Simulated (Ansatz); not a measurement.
Mulliken charges of `C[B](F)[SnH3]` from B3LYP/def2-TZVPP in Ansatz (PBE0-D4/def2-TZVP geometry).

| atom | x (Å) | y (Å) | z (Å) | charge (e) |
| --- | --- | --- | --- | --- |
| C1 | 0.107 | 1.346 | -1.015 | -0.303 |
| B2 | 0.730 | 0.068 | -0.385 | 0.201 |
| F3 | 1.966 | -0.284 | -0.710 | -0.208 |
| Sn4 | -0.375 | -1.275 | 1.092 | 0.377 |
| H5 | -0.806 | 1.082 | -1.562 | 0.113 |
| H6 | -0.219 | 2.033 | -0.226 | 0.114 |
| H7 | 0.786 | 1.873 | -1.690 | 0.108 |
| H8 | 0.565 | -2.594 | 1.634 | -0.132 |
| H9 | -0.869 | -0.390 | 2.472 | -0.135 |
| H10 | -1.802 | -1.910 | 0.392 | -0.135 |

**Question.** By hand: the dipole of these point charges (1 e Å = 4.8032 D).

**Answer.** Σ q r = (-0.181, 0.393, -0.198) e Å, of length 0.476 e Å = 2.29 D.

**Question.** How does the dipole of the full density compare? (Estimate.)

**Answer.** The calculation gave: (-0.086, 0.279, -0.161) e Å, 1.60 D; the point charges give 1.43 times that, at 8° from its direction.

Point charges leave out the atoms' own dipoles, such as those of lone pairs, and Mulliken's split depends on the basis, so the two needn't agree.

B3LYP here is the variant with VWN-RPA as its local correlation; programs differ in this.
